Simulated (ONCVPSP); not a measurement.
# zinc: variants of one ONCV potential

Base potential:

Zn, optimised norm-conserving Vanderbilt (ONCV), made with ONCVPSP 4.0.1 (LDA (Perdew-Wang 92), scalar-relativistic). Core [Ne], reference 3s2 3p6 3d10 4s1.75 (charge +0.25). Waves: 3s+4s: rc 1.30 bohr, ncon 5, nbas 10, qcut 9.3 1/bohr, 2 projectors; 3p: rc 0.70 bohr, ncon 4, nbas 8, qcut 10.3 1/bohr, 2 projectors, debl 3.1 Ha; 3d: rc 1.30 bohr, ncon 3, nbas 7, qcut 10 1/bohr, 3 projectors, debl 2.6 Ha. Local part: polynomial inside 0.55 bohr (lpopt 5, dvloc0 4 Ha). Core correction: Teter function, fcfact 5.25, rcfact 1.75.

In the p channel the program set the typed energies aside and used -3.143, 0.250 Ha.

All-electron outer shells of the reference configuration (LDA (PZ), scalar-relativistic, ld1.x):

| shell | level (eV) | outermost node (bohr) | outermost maximum (bohr) |
| --- | --- | --- | --- |
| 2p | -1005.70 | – | 0.15 |
| 3s | -130.90 | 0.28 | 0.59 |
| 3p | -85.53 | 0.25 | 0.59 |
| 3d | -12.68 | – | 0.56 |
| 4s | -8.14 | 0.85 | 2.06 |

Cutoffs, loose and tight: the cutoffs (Ha) at which the residual kinetic energy of the hardest occupied pseudo-wave falls to 1 and 0.1 mHa per electron. They do not see the model core or the augmentation charge, which bear on the density cutoff. Test errors are all-electron minus pseudo excitation energies from the reference, over the configurations 3s2 3p6 3d10 4s2; 3s2 3p6 3d10 4s1; 3s2 3p6 3d10 4s0; 3s1 3p6 3d10 4s2. A dash means not determined; rows that change the core or the reference have their own tests.

| change | outcome | cutoff, loose | cutoff, tight | bound ghosts | GHOST(+) flags above zero | largest test error (meV) |
| --- | --- | --- | --- | --- | --- | --- |
| base | generated, projector energies reset by the program | 126 Ha | 389 Ha | none | s | -688 |
| all radii but the core radius scaled by about 0.79 (s 1.02, p 0.56, d 1.02 bohr); local potential polynomial inside 0.44 bohr (lpopt 5, dvloc0 4 Ha) | generated, projector energies reset by the program | – | – | none | s, p, d | -297 |
| all radii but the core radius scaled by about 0.84 (s 1.10, p 0.58, d 1.10 bohr); local potential polynomial inside 0.46 bohr (lpopt 5, dvloc0 4 Ha) | generated, projector energies reset by the program | – | – | none | s, d | -403 |
| all radii but the core radius scaled by about 0.91 (s 1.18, p 0.64, d 1.18 bohr); local potential polynomial inside 0.50 bohr (lpopt 5, dvloc0 4 Ha) | generated, projector energies reset by the program | 250 Ha | 476 Ha | none | s | -509 |
| all radii but the core radius scaled by about 1.03 (s 1.34, p 0.72, d 1.34 bohr); local potential polynomial inside 0.58 bohr (lpopt 5, dvloc0 4 Ha) | generated, projector energies reset by the program | 74 Ha | 357 Ha | none | s, d | -743 |
| all radii but the core radius scaled by about 1.20 (s 1.56, p 0.84, d 1.56 bohr); local potential polynomial inside 0.66 bohr (lpopt 5, dvloc0 4 Ha) | generated, projector energies reset by the program | 47 Ha | 57 Ha | none | d | -1018 |
| all radii but the core radius scaled by about 1.26 (s 1.64, p 0.88, d 1.64 bohr); local potential polynomial inside 0.70 bohr (lpopt 5, dvloc0 4 Ha) | generated, projector energies reset by the program | 47 Ha | 56 Ha | none | none | -1094 |

(1) What comes out with this change to the base: all radii but the core radius scaled by about 1.31 (s 1.70, p 0.92, d 1.70 bohr); local potential polynomial inside 0.72 bohr (lpopt 5, dvloc0 4 Ha)?

(2) What comes out with this change to the base: all radii but the core radius scaled by about 1.09 (s 1.42, p 0.76, d 1.42 bohr); local potential polynomial inside 0.60 bohr (lpopt 5, dvloc0 4 Ha)?

Results:

(1) outcome: generated, projector energies reset by the program; cutoff, loose: 47 Ha; cutoff, tight: 59 Ha; bound ghosts: none; GHOST(+) flags above zero: none; largest test error (meV): -1146.

(2) outcome: generated, projector energies reset by the program; cutoff, loose: 48 Ha; cutoff, tight: 290 Ha; bound ghosts: none; GHOST(+) flags above zero: d; largest test error (meV): -846.

Reading the sweep of the scale of all radii but the core radius (base = 1) (base included, trends over the rows without a ghost): The loose cutoff is not monotonic: lowest 47 Ha at 1.2, highest 250 Ha at 0.91. The median size of the test errors (rows with all tests solved) rises from 1.4 meV at 0.79 to 6.3 meV at 1.31. More of the atom is replaced by a form fitted at one configuration, so other configurations suffer as the radius grows.
